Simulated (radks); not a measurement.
Er IV, 65 electrons, occupied as [Xe] 4f11 (the NIST ground configuration). Method: Dirac Kohn-Sham, PBE, spin-unpolarised, spherical densities, finite nucleus; open shells are shared between the two j in proportion to 2j + 1; Fermi nuclear charge, rms radius 5.2516 fm; computed with a radial shooting solver on a logarithmic mesh with Libxc functionals. Some entries of the table are withheld. Estimate them.

| orbital | occ. | eigenvalue (eV) | <1/r> (bohr^-1) | <r> (bohr) |
|---|---|---|---|---|
| 1s1/2 | 2 | -57326.71 | 77.54 | 0.02037 |
| 2s1/2 | 2 | -9653.208 | 18.65 | 0.08590 |
| 2p1/2 | 2 | -9196.968 | 18.62 | 0.07147 |
| 2p3/2 | 4 | -8280.165 | 16.15 | 0.07875 |
| 3s1/2 | 2 | -2189.194 | 6.825 | 0.2249 |
| 3p1/2 | 2 | -1988.768 | 6.741 | 0.2146 |
| 3p3/2 | 4 | -1796.227 | 6.110 | 0.2283 |
| 3d3/2 | 4 | -1453.083 | 5.995 | (1) |
| 3d5/2 | 6 | -1411.009 | 5.840 | (2) |
| 4s1/2 | 2 | (3) | 2.857 | 0.5077 |
| 4p1/2 | 2 | -378.5009 | 2.749 | 0.5166 |
| 4p3/2 | 4 | -335.0666 | 2.531 | 0.5479 |
| 4d3/2 | 4 | -202.9991 | 2.311 | 0.5757 |
| 4d5/2 | 6 | -195.0837 | 2.258 | 0.5868 |
| 5s1/2 | 2 | -81.8344 | 1.086 | 1.230 |
| 5p1/2 | 2 | (4) | 0.9642 | (5) |
| 5p3/2 | 4 | (6) | 0.8907 | (7) |
| 4f5/2 | 4.71429 | -36.0368 | 1.721 | 0.7600 |
| 4f7/2 | 6.28571 | -34.8790 | 1.696 | 0.7727 |
| 5d3/2 | 0 | (8) | 0.6192 | 2.060 |
| 5d5/2 | 0 | (9) | 0.6055 | 2.101 |
| 6s1/2 | 0 | -23.6575 | 0.4324 | 2.958 |

Answer. 
(1) 3d3/2 <r> (bohr): 0.2013
(2) 3d5/2 <r> (bohr): 0.2055
(3) 4s1/2 eigenvalue (eV): -458.6708
(4) 5p1/2 eigenvalue (eV): -59.5138
(5) 5p1/2 <r> (bohr): 1.368
(6) 5p3/2 eigenvalue (eV): -53.6426
(7) 5p3/2 <r> (bohr): 1.462
(8) 5d3/2 eigenvalue (eV): -25.2745
(9) 5d5/2 eigenvalue (eV): -24.7499
